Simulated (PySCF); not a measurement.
Exercise with solution: chemical shift, span and skew from a shielding tensor

CH6FNOSi2, SMILES F[Si@H]1N[SiH2]CO1. Atoms are numbered in the order given.

```xyz
12

F     -2.1831    -0.5135     0.7159
Si    -1.1090    -0.0259    -0.4197
N     -0.0994     1.2551     0.1649
Si     1.5767     0.7651     0.3746
C      1.3241    -1.0750    -0.1620
O      0.0155    -1.2210    -0.7350
H     -1.9322     0.2560    -1.6267
H     -0.4544     2.1765     0.4275
H      2.0701     0.8943     1.7926
H      2.5320     1.5270    -0.5092
H      2.0778    -1.3953    -0.9127
H      1.4345    -1.7544     0.7136
```
Charge 0, spin multiplicity 1.

Coordinates come from a PBE-D3(BJ)/def2-SVP optimisation. The structure was generated by enumeration; whether it is a known compound was not checked. The values are those of a single conformer.

GIAO shieldings from HF/pcSseg-1 (PySCF), non-relativistic, no solvent. The symmetric part of the tensor of Si4 has the principal values 393.2, 417.9, 457.5 ppm. The same nucleus in TMS has σ = 393.8 ppm at this level (PySCF, at its B3LYP-D3(BJ)/def2-TZVP geometry).

Question: Work out the isotropic shielding, the ²⁹Si shift against TMS, the span and the skew.

Answer: 
σ(iso) = (σ11 + σ22 + σ33)/3 = 422.9 ppm. δ = σ(ref) − σ(iso) = 393.8 − (422.9) = -29.1 ppm.
Span Ω = σ33 − σ11 = 64.3 ppm. Skew κ = 3(σ(iso) − σ22)/Ω = 0.23. Tumbling in solution averages the tensor to δ; in a static solid the shielding alone would spread this spin-1/2 line over Ω.
